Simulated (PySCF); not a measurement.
Structure problem from calculated spectra and properties.

Formula: C3H12N2Si.

* Dipole: 0.29 D [B3LYP/def2-SVPD]
* NMR, other nuclei: isotropic shieldings of nuclei other than C and H, by class: 249 (2 N), 370 (1 Si) ppm [GIAO PBE0/pcSseg-1]
* 1H NMR: chemical shifts (computed TMS as zero) by class: 4.83 (1 H), 0.98 (6 H), 0.29 (1 H), 0.20 (4 H) ppm [GIAO PBE0/pcSseg-1]
* Valence photoelectron: vertical ionisation energy: 8.72 eV [ΔSCF B3LYP/def2-SVPD]
* UV, first state: lowest singlet excitation: 6.04 eV (205 nm, f = 0.024) [TDDFT B3LYP/def2-SVPD]
* Rotational structure: rotational constants A, B, C: 3.668, 1.976, 1.707 GHz [PBE0-D3(BJ)/def2-SVP]
* Triplet: lowest triplet excitation (Tamm–Dancoff): 5.83 eV [TDA B3LYP/def2-SVPD]
* UV, strongest line: among the 10 lowest singlet transitions: S4 at 6.87 eV (180 nm, f = 0.039) [TDDFT B3LYP/def2-SVPD]
* 13C NMR: chemical shifts (computed TMS as zero) by class: 19.5 (1 C), 17.3 (2 C) ppm [GIAO PBE0/pcSseg-1]
* Polarisability: 81.7 au [B3LYP/def2-SVPD]

Electronic properties: PySCF, gas phase, density fitting. Levels stand in brackets. Geometry: PBE0-D3(BJ)/def2-SVP, one conformer, isolated molecule. Each NMR value is the plain mean over a class of atoms that symmetry, rotation or inversion makes alike.

**Question.** Propose a structure and show how it fits.

**Answer.** Numbering: `[CH3:1][CH:2]([CH3:3])[SiH:4]([NH2:5])[NH2:6]`. Its formula, C3H12N2Si, gives 0 degrees of unsaturation, so no ring and no π bond. 3 carbons fall into 2 classes; from least to most shielded: sp3 carbon bound to silicon [C2] (19.5 ppm), methyl carbon [C1/C3] (17.3 ppm, 2 C). Hydrogen classes from least to most shielded: 1 H on an SiH silicon, Si4 (4.83 ppm), 6 H on 2 methyl carbons, C1/C3 (0.98 ppm, a mean of values up to 0.8 ppm apart in this geometry), 1 H on an sp3 carbon bound to silicon, C2 (0.29 ppm), 4 H on 2 silicon-bound nitrogens, N5/N6 (0.20 ppm). The other shieldings belong to: 249 ppm, silicon-bound nitrogen [N5/N6]; 370 ppm, SiH silicon [Si4]. The first electron is taken from the HOMO, whose largest Löwdin shares are 0.35 on a silicon-bound nitrogen, 0.15 on the sp3 carbon bound to silicon, 0.13 on the SiH silicon and 0.11 on a silicon-bound nitrogen. The optimised geometry has point group C1 and is an asymmetric top. Structure: `CC(C)[SiH](N)N`. Computed isomers that give other values at the same levels: `CCC[SiH](N)N` (rotational constant A: 5.574 GHz; this holds for the one conformer computed); `CC(C)N[SiH2]N` (rotational constant A: 5.394 GHz; this holds for the one conformer computed); `CCCN[SiH2]N` (rotational constant A: 6.221 GHz; this holds for the one conformer computed). The assignments are read from this structure; whether some other isomer fits the data as well wasn't checked.

Shape of the structure used: `[CH3:1][CH:2]([CH3:3])[SiH:4]([NH2:5])[NH2:6]`: C1–C2–Si4–N5 65°, H–N5–Si4–C2 38°, H–N5–Si4–C2 -179°, H–N6–Si4–C2 -87°, H–N6–Si4–C2 63°.
